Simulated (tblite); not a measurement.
Species: C6H9FOSi.
Atom-mapped SMILES: `[CH3:1][C:2]#[C:3][C@@H:4]1[CH2:5][CH2:6][O:7][Si@H:8]1[F:9]` (hydrogens: H10, H11, H12 on C1; H13 on C4; H14, H15 on C5; H16, H17 on C6; H18 on Si8)

A start from a force field or distance geometry was refined with tblite, GFN2-xTB geometry optimisation, gas phase. Values at the start:

```tsv
coordinate	start
C1–C2	1.474 Å
C1–H10	1.083 Å
C2≡C3	1.191 Å
C3–C4	1.480 Å
C4–C5	1.557 Å
C4–Si8	1.915 Å
C4–H13	1.079 Å
C5–C6	1.533 Å
C5–H14	1.096 Å
C5–H15	1.103 Å
C6–O7	1.437 Å
C6–H16	1.104 Å
C6–H17	1.106 Å
O7–Si8	1.677 Å
Si8–F9	1.607 Å
Si8–H18	1.484 Å
C1–C2–C3	178.6°
C3–C4–Si8	112.9°
C4–C5–C6	108.2°
C4–Si8–O7	97.9°
C4–Si8–F9	108.7°
C5–C4–Si8	99.1°
C5–C6–O7	110.0°
C6–O7–Si8	110.1°
C3–C4–C5–C6	-86°
C4–C5–C6–O7	-42°
C6–O7–Si8–F9	-120°
```

Problem. How do these coordinates change at the GFN2-xTB level?

Solution. 
```tsv
coordinate	GFN2-xTB (Å or °)	change
O7–Si8	1.623	-0.054
Si8–H18	1.442	-0.042
C3–C4	1.448	-0.032
C1–C2	1.448	-0.026
C6–O7	1.414	-0.023
C4–C5	1.542	-0.015
C4–H13	1.093	+0.014
C6–H16	1.092	-0.012
C5–H15	1.091	-0.012
C6–H17	1.095	-0.011
C2≡C3	1.199	+0.008
C1–H10	1.090	+0.007
C5–H14	1.090	-0.006
Si8–F9	1.611	+0.004
C5–C6	1.530	-0.003
C4–Si8	1.914	-0.001
C4–Si8–F9	113.2	+4.5
C6–O7–Si8	114.3	+4.2
C4–Si8–O7	95.4	-2.5
C5–C4–Si8	100.9	+1.8
C4–C5–C6	107.1	-1.1
C5–C6–O7	109.0	-1.0
C3–C4–Si8	112.0	-0.9
C1–C2–C3	179.1	+0.5
C6–O7–Si8–F9	-124	-4
C4–C5–C6–O7	-40	+2
C3–C4–C5–C6	-87	-1
```

The energy falls by 3.9 kcal/mol over 47 L-BFGS steps, the largest force on an atom goes from 1.94 to 0.010 eV/Å, and the atoms move by 0.063 Å rms after alignment. The bond that changes most is O7–Si8 (silyl ether oxygen to fluorine-bound silicon), which shortens by 0.054 Å. Bonds longer at the end by more than 0.005 Å: 3 of 18; shorter: 11. Rotational constants go from 2363, 797.2, 698.7 to 2383, 817.3, 712.3 MHz.

GFN2-xTB frequencies show an imaginary mode (27i cm⁻¹), so the point is no minimum at that level.

These are computed values.
